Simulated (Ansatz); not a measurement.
`F[Si]N([SiH3])[SiH3]` and `[SiH3]N([SiH3])[Si]Cl` differ in one element.

Ansatz, PBE0-D4/def2-TZVP geometries, multiplicity 1. Each molecule was computed in one conformer, which needn't be the lowest.

```csv
property,`F[Si]N([SiH3])[SiH3]`
zero-point energy (PBE0-D4/def2-TZVP) / kJ/mol,157.5
HOMO–LUMO gap (ωB97M-V/def2-TZVPP) / eV,9.81
LUMO energy (PBE0/def2-TZVPP) / eV,-1.70
LUMO energy (PBE/def2-TZVPP) / eV,-2.52
"ideal-gas entropy at 298 K and 1 bar (rigid rotor, harmonic PBE0-D4/def2-TZVP) / J/(mol·K)",375
HOMO energy (ωB97M-V/def2-TZVPP) / eV,-9.55
```

What does the change do to each property? (Estimate.)

Ansatz gave: 
```
                                                                                  property  `[SiH3]N([SiH3])[Si]Cl`  shift
                                            zero-point energy (PBE0-D4/def2-TZVP) / kJ/mol                    155.3   -2.2
                                                   HOMO–LUMO gap (ωB97M-V/def2-TZVPP) / eV                     9.27  -0.54
                                                        LUMO energy (PBE0/def2-TZVPP) / eV                    -2.04  -0.34
                                                         LUMO energy (PBE/def2-TZVPP) / eV                    -2.83  -0.31
ideal-gas entropy at 298 K and 1 bar (rigid rotor, harmonic PBE0-D4/def2-TZVP) / J/(mol·K)                      381      6
                                                     HOMO energy (ωB97M-V/def2-TZVPP) / eV                    -9.35   0.20
```

With PBE0 the HOMO rises by 0.14 eV and the LUMO falls by 0.34 eV, so the gap narrows by about 0.48 eV. PBE moves the HOMO by 0.09 eV and ωB97M-V by 0.20 eV.
